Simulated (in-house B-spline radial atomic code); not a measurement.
A run on an ion of nuclear charge 26 with 26.3 electrons that did not converge. Method: scalar-relativistic (X2C) LC-wPBE, spin-polarised, spherical fractional occupations, Fermi nucleus of rms radius 3.7377 fm; computed with an all-electron radial atomic-structure program (B-spline basis).

Command:
```bash
python run_scf.py task.json out
```
Settings (nuclear radius in fm, mass in u):
```
Z                26
configuration    [Ar] 3d6.3 4s2
hamiltonian      x2c
method           lc_wpbe
spin_polarised   True
nucleus          fermi
rms_radius       3.7377
atomic_mass      55.93494
speed_of_light   137.035999084
```

First and last ten iterations of the last attempt (damped for 15 steps, keeping 80 % of the old Fock matrix, then DIIS):
```
 iter        energy (Eh)    residual
    1       -1259.201877    3.92e-01
    2       -1262.489127    5.51e-01
    3       -1267.063413    3.79e-01
    4       -1269.644459    2.46e-01
    5       -1271.018887    1.53e-01
    6       -1271.705385    9.99e-02
    7       -1272.027166    6.98e-02
    8       -1272.170879    5.38e-02
    9       -1272.234397    4.23e-02
   10       -1272.263806    3.33e-02
  111       -1272.302761    6.86e-05
  112       -1272.302761    6.95e-05
  113       -1272.302760    5.02e-05
  114       -1272.302760    1.80e-05
  115       -1272.302761    2.52e-05
  116       -1272.302760    3.15e-05
  117       -1272.302760    2.68e-05
  118       -1272.302760    2.94e-05
  119       -1272.302760    2.45e-05
  120       -1272.302760    3.25e-05
 not converged after 120 iterations
```

The smallest residual met was 1.8e-05; the threshold is about 3e-07. Over the last five steps the energy moves by less than 1e-06 hartree, but the orbitals didn't meet the threshold. Time taken, with all properties: 25 s on 1 thread of Arm Neoverse N1, with other jobs on the host.
